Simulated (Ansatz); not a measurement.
Cartesian coordinates in Å:
```
S -0.512 0.154 -2.892
C -0.177 -0.287 -1.353
N -0.138 0.517 -0.282
In 0.288 -0.056 1.660
H 0.045 -1.334 -1.122
H -0.347 1.479 -0.528
H 0.599 -1.727 1.770
H 0.241 1.254 2.747
```

Charge 0, multiplicity 1. In takes the def2 core potential.

List the B3LYP/def2-TZVPP orbital energies in eV (Ansatz 0.2.0). (Estimate.)

Ansatz gave: Occupied: -2416.50, -390.26, -278.93, -214.51, -159.06, -159.00, -158.86, -127.95, -84.65, -84.36, -84.34, -25.25, -21.76, -21.60, -21.57, -21.54, -21.47, -19.74, -16.31, -13.49, -12.39, -10.86, -10.20, -9.14, -8.99, -6.45, -5.74. Lowest empty: -2.49, -0.88, -0.78, -0.24, 0.73, 1.69, 1.81, 2.04.

B3LYP here is the variant with VWN-RPA as its local correlation; programs differ in this.
